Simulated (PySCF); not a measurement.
# MoO₂F₂, singlet: data card

Method: PBE in PySCF with Mo def2-SVP with ECP28, O def2-SVP, F def2-SVP; scalar-relativistic core potentials, no spin–orbit coupling; density-fitted integrals.

The structure is a minimum.

Coordinates in bohr (charge 0 multiplicity 1):
```
Mo    0.0000    0.0000    0.0763
O     2.5529    0.0000    1.9863
O    -2.5529    0.0000    1.9863
F     0.0000    2.9068   -1.8722
F     0.0000   -2.9068   -1.8722
```

| Item | Value |
| --- | --- |
| Point group | C2v |
| Bond lengths | Mo–F 1.852 Å (×2), Mo–O 1.687 Å (×2) |
| Bond angles | F–Mo–F 112.3°, F–Mo–O 109.5° (×4), O–Mo–O 106.4° |
| Zero-point energy | 28.2 kJ/mol |
| Enthalpy at 298.15 K above 0 K | 17.09 kJ/mol |
| Highest occupied level | -8.30 eV |
| Lowest empty level | -4.11 eV |
| Principal polarisabilities | 32.2, 35.3, 39.3 bohr³ |
| Rotational constants | 0.1285, 0.1137, 0.1036 cm⁻¹ |
| Principal quadrupole moments (Buckingham, traceless) about the centre of mass | -0.15, -0.15, 0.31 D Å |
| Entropy at 298.15 K and 1 bar | 318.1 J/(mol K) |
| Heat capacity Cp at 298.15 K | 79.7 J/(mol K) |
| Dipole moment | 1.09 D |
| Atomisation energy without zero-point energy | 2530 kJ/mol |
| Rotational symmetry number | 2 |

Harmonic modes (masses in u: Mo 97.905, O 15.995, F 18.998):
| symmetry | ω (cm⁻¹) | IR (km/mol) |
| --- | --- | --- |
| a1 | 172 | 7.6 |
| b2 | 224 | 12.6 |
| a2 | 240 | 0.0 |
| b1 | 268 | 16.7 |
| a1 | 360 | 2.2 |
| a1 | 693 | 70.9 |
| b1 | 720 | 124 |
| b2 | 1011 | 165 |
| a1 | 1026 | 66.3 |

In C2v the vibrations span 4a1 + 2b2 + a2 + 2b1. The a2 mode carries no infrared intensity, as symmetry demands.

Charges (e):
```csv
atom,Mulliken,Löwdin,polar tensor,Mayer order to Mo1
Mo1,1.14,0.34,2.25,–
"O2,3",-0.28,-0.07,-0.59,2.13
"F4,5",-0.29,-0.10,-0.54,1.05
```

Mulliken populations on Mo1 (electrons outside its core potential): s 2.22, p 6.54, d 3.98, f 0.11.

Formally Mo is in oxidation state +6, d0. The polar-tensor charge on Mo, 2.25, is far below the formal one.

Other isomers or separated fragments may lie lower.

The final relaxation and frequency run took of the order of 100 core-seconds on a shared host.
